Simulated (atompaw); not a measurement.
# Cutoff test, antimony (Sb), PAW (atompaw)

- Element: antimony (Sb)
- Generator: atompaw 4.2.0.5
- Type: PAW
- Functional: PBEsol
- Relativity: scalar-relativistic
- Frozen core: [Kr]
- Valence charge: 15
- Reference configuration: 4d10 5s2 5p3
- Partial waves: 5s (bound); 5s channel at -0.3 Ry; 5p (bound); 5p channel at 0.75 Ry; 4d (bound); 4d channel at -1.95 Ry
- Local potential: troulliermartins scheme with l = 3 at 0 Ry, radius 1.90 bohr
- Core correction: smooth core density matched at 2.45 bohr
- Augmentation charge: sinc compensation charge, radius 1.85 bohr; PAW radius 2.45 bohr; waves and projectors: bloechl

The pseudo-atom Hamiltonian at the reference potential is diagonalised in spherical Bessel functions j_l(qr) that vanish at 20 bohr, with q² up to the cutoff. All-electron valence levels (Ry): 5s -0.9464, 5p -0.3561, 4d -2.4585.

Task: How do the lowest levels (Ry) of each channel move with the cutoff, and are there ghosts?

Result:

| cutoff (Ry) | s #1 | s #2 | p #1 | p #2 | p #3 | d #1 | d #2 | f #1 | Σ f·Δε (mRy) |
| --- | --- | --- | --- | --- | --- | --- | --- | --- | --- |
| 8 | -0.8977 | -0.0265 | -0.3470 | 0.0264 | 0.1251 | 0.0067 | 0.0780 | 0.1099 | 24776.3 |
| 12 | -0.9087 | -0.0274 | -0.3481 | 0.0263 | 0.1250 | -0.1938 | 0.0635 | 0.1099 | 22746.8 |
| 18 | -0.9260 | -0.0292 | -0.3511 | 0.0261 | 0.1246 | -0.9798 | 0.0574 | 0.1099 | 14843.4 |
| 25 | -0.9335 | -0.0306 | -0.3543 | 0.0259 | 0.1241 | -1.6665 | 0.0556 | 0.1099 | 7951.1 |
| 35 | -0.9355 | -0.1641 | -0.3556 | 0.0257 | 0.1238 | -2.2481 | 0.0544 | 0.1099 | 2128.1 |
| 45 | -0.9798 | -0.8303 | -0.3558 | -0.1944 | 0.0261 | -2.4131 | 0.0540 | 0.1099 | 522.4 |
| 55 | -1.0361 | -0.9208 | -0.9888 | -0.3558 | 0.0258 | -2.4529 | 0.0539 | 0.1099 | 108.4 |
| 70 | -1.5029 | -0.9455 | -1.0870 | -0.3559 | 0.0258 | -2.4583 | 0.0539 | 0.1099 | 5.1 |
| 90 | -1.7812 | -0.9463 | -1.1262 | -0.3560 | 0.0258 | -2.4583 | 0.0539 | 0.1099 | 2.0 |
| 110 | -1.8263 | -0.9464 | -1.1548 | -0.3560 | 0.0258 | -2.4584 | 0.0539 | 0.1099 | 0.9 |
| 140 | -1.8307 | -0.9464 | -1.1613 | -0.3561 | 0.0258 | -2.4585 | 0.0539 | 0.1099 | 0.1 |
| 400 | -1.8308 | -0.9464 | -1.1615 | -0.3561 | 0.0258 | -2.4585 | 0.0539 | 0.1099 | 0.0 |

Result: ghost states, extra bound levels that the all-electron valence spectrum of the same l lacks: s at -24.9 eV, p at -15.8 eV (a true bound ghost makes a file unfit for plane-wave use); 10 mRy is reached at 70 Ry and 1 mRy at 110 Ry.

Note: ghost states, extra bound levels that the all-electron valence spectrum of the same l lacks: s at -24.9 eV, p at -15.8 eV. A true bound ghost makes a file unfit for plane-wave use. Its overlap operator is not positive definite in a basis up to 400 Ry (lowest eigenvalue s 0.0000), so the file is unfit for use: the generalised eigenproblem breaks down once the basis is large enough, and its test numbers describe a broken file.
